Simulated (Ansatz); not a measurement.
Gas-phase electronic energies from Ansatz, PBE0-D4/def2-TZVP geometries. CCSD(T)/CBS adds triple-zeta CCSD(T) − MP2 to the extrapolated MP2 energy (def2 sets, frozen cores). This one scheme is used for every species. Functionals use def2-TZVPP. One conformer a species, not always the lowest.

Reaction (redistribution): `O[Si](O)(O)O[SiH2]F` + `O[SiH]` → `O[SiH2]O[Si](O)(O)O` + `F[SiH]`

| level | ΔE (kJ/mol) | difference from CCSD(T)/CBS |
| --- | --- | --- |
| r2SCAN-D4 | 15.5 | 2.1 |
| ωB97X-V | 11.8 | -1.6 |
| ωB97M-V | 10.3 | -3.1 |
| B2PLYP | 15.2 | 1.8 |
| HF/def2-TZVPP | 16.9 | 3.5 |
| MP2/def2-TZVPP | 14.7 | 1.3 |
| SCS-MP2/def2-TZVPP | 15.3 | 1.9 |
| CCSD/def2-TZVPP | 13.7 | 0.3 |
| CCSD(T)/def2-TZVPP | 13.6 | 0.2 |
| HF/def2-QZVPP | 17.4 | 4.0 |
| CCSD(T)/CBS | 13.4 | 0 |

Largest T1 diagnostic among the species: 0.016.

The D4 term adds −3.3 kJ/mol with B3LYP and −1.8 kJ/mol with PBE0; it sums over pairs of atoms, weighted by their polarisabilities, and B3LYP, whose exchange is more repulsive, gets the larger term.

B3LYP here is the variant with VWN-RPA as its local correlation; programs differ in this.
